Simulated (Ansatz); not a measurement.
Geometry optimisation, RKS B3LYP-D4/STO-3G (Ansatz).

The input (input.yaml):

```yaml
crystal:
  periodic: [false, false, false]
  atoms:
    - { symbol: F, position_ang: [0.5581, 0.5123, 1.7024] }
    - { symbol: C, position_ang: [0.2414, 1.2258, 0.5103] }
    - { symbol: S, position_ang: [-1.318, 0.5918, -0.2538] }
    - { symbol: Al, position_ang: [-0.377, -1.4603, -0.7377] }
    - { symbol: H, position_ang: [1.1015, 1.1079, -0.2061] }
    - { symbol: H, position_ang: [0.1112, 2.3227, 0.7332] }
    - { symbol: H, position_ang: [0.2945, -1.7227, -2.1333] }
    - { symbol: H, position_ang: [-0.5196, -2.6345, 0.3292] }
basis:
  gaussian: { orbitals: STO-3G }
hamiltonian:
  xc: b3lyp
  dispersion: d4
relax:
  f_tol: 0.015
  max_steps: 40
output:
  orbitals: {}
```

Run as:

```bash
$ ansatz run input.yaml --threads 1 --pin off --max-ram 2048MiB --backend cpu --events-out ev --progress --plain --runs-dir out
```

Q: Where does it end, and by what steps?

A: The forces met the threshold. Limits of this set-up: minimal basis. After 20 steps the energy has fallen by 1.685 eV; F1 moved furthest, 1.32 Å. Joined: F1–Al4.

```csv
step,energy less start (eV),largest force component (eV/Å),accepted
0,0.0000,1.863,yes
1,-0.3369,0.446,yes
2,-0.3634,0.114,yes
3,-0.3725,0.060,yes
4,-0.4171,0.372,yes
5,-0.5058,0.598,yes
6,-0.6823,0.552,yes
7,-0.9907,0.855,yes
8,-1.3384,1.036,yes
9,-1.4309,1.666,yes
10,-1.6249,0.593,yes
11,-1.6614,0.184,yes
12,-1.6622,1.316,yes
13,-1.6814,0.125,yes
14,-1.6581,0.366,no
15,-1.6841,0.034,yes
16,-1.6846,0.015,yes
17,-1.6848,0.019,yes
18,-1.6849,0.022,yes
19,-1.6850,0.016,yes
20,-1.6850,0.011,yes
```

```xyz
8
Properties=species:S:1:pos:R:3
F 0.861 -0.110 0.584
C 0.156 1.167 0.288
S -1.292 0.660 -0.680
Al -0.265 -1.257 -0.396
H 0.908 1.803 -0.239
H -0.052 1.634 1.282
H 0.604 -1.748 -1.514
H -0.828 -2.205 0.619
```

The run took 34 s on 1 thread of Arm Neoverse V2, on a shared host, peak memory 0.14 GiB.
